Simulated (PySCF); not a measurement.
Constitutional and geometric isomers with formula C2H6OS. All species are isolated molecules in the gas phase. One relaxed conformer stands for each flexible species; it need not be the lowest. Strings in code marks are SMILES.

The HOMO–LUMO gap from two functionals at the same geometries (PBE0-D3(BJ)/def2-TZVP), both in PySCF: PBE-D3(BJ)/def2-TZVP and B3LYP-D3(BJ)/def2-TZVP. B3LYP has the VWN-RPA correlation part, as in Gaussian. 

| species | PBE-D3(BJ)/def2-TZVP (eV) |
|---|---|
| `CSCO` (C–S–C–O torsion -65°, S–C–O–H torsion -54°) | 5.32 |
| `C(S)OC` (C–O–C–S torsion -69°, O–C–S–H torsion -68°) | 5.43 |
| `C[C@@H](O)S` (S–C–O–H torsion 47°, O–C–S–H torsion 66°) | 5.23 |

Question: What does B3LYP-D3(BJ)/def2-TZVP give for each?

Answer: 
- `CSCO` (C–S–C–O torsion -65°, S–C–O–H torsion -54°): 7.00
- `C(S)OC` (C–O–C–S torsion -69°, O–C–S–H torsion -68°): 7.09
- `C[C@@H](O)S` (S–C–O–H torsion 47°, O–C–S–H torsion 66°): 6.94
Over these rows, drawn at random from the members with no instability flagged (it was tested for open shells, ions and some series alone), PBE minus B3LYP-D3(BJ): mean -1.69 eV, from -1.71 eV to -1.66 eV.
